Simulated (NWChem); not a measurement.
System: C4H3NO; SMILES C#C/C=N/C=O

NWChem input:

```
start job
memory heap 200 mb stack 900 mb global 1100 mb
geometry units angstroms noautoz
  C     -0.291340     3.031771    -0.006236
  C     -0.039513     1.847336     0.062015
  C      0.291432     0.467434     0.204976
  N     -0.020528    -0.407984    -0.669526
  C      0.268276    -1.744661    -0.388466
  O      0.031936    -2.294178     0.654261
  H     -0.525060     4.078874    -0.082155
  H      0.839945     0.191094     1.125570
  H      0.698001    -2.275481    -1.268679
end
basis spherical
  * library def2-tzvp
end
dft
  xc m06-2x
  iterations 150
  semidirect filesize 400000000
  mulliken
end
task dft energy
```

Coordinates come from a PBE0/def2-SVP optimisation.

**Question.** Predict the main results of this run. (M06-2X/def2-TZVP.) Quantities: energy (Ha); highest occupied level (eV); orbital gap (eV); dipole (D).

**Answer.** 
```
Item                          Result
---------------------------  -------
energy (Ha)                  -284.10
highest occupied level (eV)    -9.54
orbital gap (eV)                7.86
dipole (D)                      2.91
```
